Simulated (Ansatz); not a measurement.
Start from `CSB(N)F` and change one atom or group to get `NB(F)[CH2][GeH3]`.

Ansatz, PBE0-D4/def2-TZVP geometries, multiplicity 1. Each molecule was computed in one conformer, which needn't be the lowest.

Scalar relativity is left out up to krypton.

```json
{"property": "HOMO energy (PBE/def2-TZVPP) / eV", "`CSB(N)F`": "-5.56"}
{"property": "LUMO energy (ωB97M-V/def2-TZVPP) / eV", "`CSB(N)F`": "2.18"}
{"property": "HOMO energy (ωB97M-V/def2-TZVPP) / eV", "`CSB(N)F`": "-8.98"}
{"property": "size of the dipole moment (PBE/def2-TZVPP) / D", "`CSB(N)F`": "0.93"}
{"property": "HOMO energy (PBE0/def2-TZVPP) / eV", "`CSB(N)F`": "-6.79"}
{"property": "HOMO–LUMO gap (B3LYP/def2-TZVPP) / eV", "`CSB(N)F`": "6.95"}
```

Q: Give the same properties after the change, and the shifts. (Estimate.)

A: Ansatz gave: 
| property | `NB(F)[CH2][GeH3]` | shift |
| --- | --- | --- |
| HOMO energy (PBE/def2-TZVPP) / eV | -6.74 | -1.18 |
| LUMO energy (ωB97M-V/def2-TZVPP) / eV | 1.88 | -0.30 |
| HOMO energy (ωB97M-V/def2-TZVPP) / eV | -10.42 | -1.44 |
| size of the dipole moment (PBE/def2-TZVPP) / D | 2.24 | 1.31 |
| HOMO energy (PBE0/def2-TZVPP) / eV | -8.12 | -1.33 |
| HOMO–LUMO gap (B3LYP/def2-TZVPP) / eV | 8.10 | 1.15 |

With PBE0 the HOMO falls by 1.33 eV and the LUMO falls by 0.18 eV, so the gap widens by about 1.15 eV. PBE moves the HOMO by -1.18 eV and ωB97M-V by -1.44 eV. Dipoles are sizes alone; their direction can turn.

B3LYP here is the variant with VWN-RPA as its local correlation; programs differ in this.
